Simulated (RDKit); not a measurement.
Input file for RDKit: UFF on SiH4 (SMILES [SiH4]).

```python
from rdkit import Chem
from rdkit.Chem import AllChem, rdDetermineBonds

blocks = [
'''5

Si    0.21561361   -0.23727616    0.01070586
H     0.80358519   -1.54370942    0.37642308
H    -0.99321581   -0.00538389    0.84144561
H    -0.18081622   -0.23855966   -1.41453560
H     1.18768323    0.84669029    0.26766979
''',
]
mol = None
for b in blocks:
    f = Chem.MolFromXYZBlock(b)
    rdDetermineBonds.DetermineBonds(f, charge=0)
    mol = f if mol is None else Chem.CombineMols(mol, f)
Chem.SanitizeMol(mol)
print(Chem.MolToSmiles(Chem.RemoveHs(mol)))
ff = AllChem.UFFGetMoleculeForceField(mol, vdwThresh=100.0, ignoreInterfragInteractions=False)
e = ff.CalcEnergy()
print(f'UFF energy {e:.6f} kcal/mol')
```

Output:

```
[SiH4]
UFF energy 0.084191 kcal/mol
```

The run finished.

Cost: about 0.010 core-seconds (a rough figure).
